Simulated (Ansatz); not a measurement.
One change: `[O]=[Mo]([F])(=[S])[Cl]` becomes `[O]=[Mo]([OH])(=[S])[Cl]`.

Ansatz, PBE0-D4/def2-TZVP geometries, multiplicity 1. Each molecule was computed in one conformer, which needn't be the lowest.

Elements past krypton have def2 core potentials.

```
                                        property  `[O]=[Mo]([F])(=[S])[Cl]`
  zero-point energy (PBE0-D4/def2-TZVP) / kJ/mol                       23.2
           LUMO energy (ωB97M-V/def2-TZVPP) / eV                      -1.71
size of the dipole moment (B3LYP/def2-TZVPP) / D                       0.85
               LUMO energy (PBE/def2-TZVPP) / eV                      -4.40
           HOMO energy (ωB97M-V/def2-TZVPP) / eV                     -10.53
             LUMO energy (B3LYP/def2-TZVPP) / eV                      -3.95
```

Q: Give the same properties after the change, and the shifts. (Best estimate.)

A: Computed: 
```json
{"property": "zero-point energy (PBE0-D4/def2-TZVP) / kJ/mol", "`[O]=[Mo]([OH])(=[S])[Cl]`": "52.4", "shift": "29.2"}
{"property": "LUMO energy (ωB97M-V/def2-TZVPP) / eV", "`[O]=[Mo]([OH])(=[S])[Cl]`": "-1.35", "shift": "0.36"}
{"property": "size of the dipole moment (B3LYP/def2-TZVPP) / D", "`[O]=[Mo]([OH])(=[S])[Cl]`": "2.61", "shift": "1.76"}
{"property": "LUMO energy (PBE/def2-TZVPP) / eV", "`[O]=[Mo]([OH])(=[S])[Cl]`": "-3.98", "shift": "0.42"}
{"property": "HOMO energy (ωB97M-V/def2-TZVPP) / eV", "`[O]=[Mo]([OH])(=[S])[Cl]`": "-10.25", "shift": "0.28"}
{"property": "LUMO energy (B3LYP/def2-TZVPP) / eV", "`[O]=[Mo]([OH])(=[S])[Cl]`": "-3.52", "shift": "0.43"}
```

With PBE0 the HOMO rises by 0.29 eV and the LUMO rises by 0.42 eV, so the gap widens by about 0.13 eV. PBE moves the HOMO by 0.28 eV and ωB97M-V by 0.28 eV. The zero-point energy changes by 29.2 kJ/mol with +3 modes. Dipoles are sizes alone; their direction can turn.

B3LYP here is the variant with VWN-RPA as its local correlation; programs differ in this.
